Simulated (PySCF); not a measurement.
**IrH3, quintet: data card**

Method: UPBE0 in PySCF with Ir x2c-TZVPall, H x2c-TZVPall; spin-free X2C, no spin–orbit coupling; density-fitted integrals.

The structure is a minimum.

| Quantity | Value |
| --- | --- |
| Point group | C2v |
| Bond lengths | Ir–H 1.620 Å (×2), Ir–H 1.697 Å |
| Bond angles | H–Ir–H 70.5° (×2), H–Ir–H 141.0° |
| Principal quadrupole moments (Buckingham, traceless) about the centre of mass | -3.30, -1.09, 4.40 D Å |
| Rotational symmetry number | 2 |
| Lowest empty level (β) | -5.05 eV |
| Principal polarisabilities | 38.2, 50.7, 59.3 bohr³ |
| Dipole moment | 0.15 D |
| Spin squared ⟨S²⟩ | 6.004 |
| Enthalpy at 298.15 K above 0 K | 11.06 kJ/mol |
| Highest occupied level (α) | -5.50 eV |
| Entropy at 298.15 K and 1 bar (electronic part: spin only) | 256.3 J/(mol K) |
| Zero-point energy | 46.4 kJ/mol |
| Heat capacity Cp at 298.15 K | 45.2 J/(mol K) |
| Rotational constants | 4.886, 3.586, 2.068 cm⁻¹ |

Harmonic modes (masses in u: Ir 192.963, H 1.008):
```json
{"symmetry": "b1", "ω (cm⁻¹)": "549", "IR (km/mol)": "9.0", "μ (u)": "1.01", "type": "bend"}
{"symmetry": "b2", "ω (cm⁻¹)": "570", "IR (km/mol)": "5.5", "μ (u)": "1.01", "type": "bend"}
{"symmetry": "a1", "ω (cm⁻¹)": "852", "IR (km/mol)": "83.7", "μ (u)": "1.02", "type": "bend"}
{"symmetry": "a1", "ω (cm⁻¹)": "1718", "IR (km/mol)": "429", "μ (u)": "1.01", "type": "stretch"}
{"symmetry": "b2", "ω (cm⁻¹)": "1903", "IR (km/mol)": "37.9", "μ (u)": "1.02", "type": "stretch"}
{"symmetry": "a1", "ω (cm⁻¹)": "2169", "IR (km/mol)": "3.2", "μ (u)": "1.01", "type": "stretch"}
```

In C2v the vibrations span b1 + 2b2 + 3a1. Here b1 is antisymmetric to the molecular plane and b2 lies in it.

Charges (e):
```csv
atom,Mulliken,Löwdin,polar tensor,spin (Mulliken),Mayer order to Ir1
Ir1,-0.19,0.02,0.22,3.36,–
H2,0.04,0.01,-0.19,0.28,0.89
"H3,4",0.08,-0.01,-0.01,0.18,0.91
```

Mulliken populations on Ir1: s 11.12, p 24.91, d 27.16, f 14.01.

Formally Ir is in oxidation state +3, d6, with 4 unpaired electrons (the high-spin count). The Mulliken spin on Ir is 3.36. The polar-tensor charge on Ir, 0.22, is far below the formal one.

Only a few start shapes were tried, so a lower isomer may exist. Other spin states or occupations of the open shell can lie lower. At this level a singlet minimum of C3v symmetry lies 369 kJ/mol below this structure. With an element this heavy the missing spin–orbit coupling can shift these numbers.

The final relaxation and frequency run took about 11 core-minutes on a shared host.
